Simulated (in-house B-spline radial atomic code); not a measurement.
## Ionising the osmium ion Os⁵⁹⁺ with different functionals

Computed with an all-electron radial atomic-structure program (B-spline basis): scalar-relativistic (spin-free X2C) Hamiltonian, Fermi nucleus of rms radius 5.4126 fm, spin-polarised at highest spin, spherical fractional occupations for the functionals. The ionisation energy is the difference of two self-consistent energies, [Ne] 3s2 3p5 → [Ne] 3s2 3p4, without Breit or QED terms; ε is the level of the shell that loses the electron (its least bound occupied spin orbital). There is no spin-orbit coupling in this Hamiltonian.

Hybrids are left out here: with spherical fractional occupations of an open shell their exact exchange keeps a self-interaction that integer-occupation calculations don't have.

```json
{"method": "PBEsol", "rung": "GGA", "ΔSCF (eV)": "6367.8", "-ε(3p) (eV)": "6305.7"}
{"method": "PW91", "rung": "GGA", "ΔSCF (eV)": "6369.6", "-ε(3p) (eV)": "6307.5"}
{"method": "RPBE", "rung": "GGA", "ΔSCF (eV)": "6368.7", "-ε(3p) (eV)": "6306.8"}
{"method": "TPSS", "rung": "meta-GGA", "ΔSCF (eV)": "6369.2", "-ε(3p) (eV)": "6307.6"}
```

(1) How do they compare with the NIST value?

## Answers

(1) NIST lists 6240 eV ± 7 (tabulated theory, ground level to ground level). Errors run from +127.8 to +129.6 eV. The correlated functionals all miss on the same side by more than they spread, so the cause is common to them (spin-orbit coupling, Breit-QED terms, multiplet and fine-structure energies, or a listed next ion that isn't the cheapest removal here) and closeness doesn't rank the functionals.
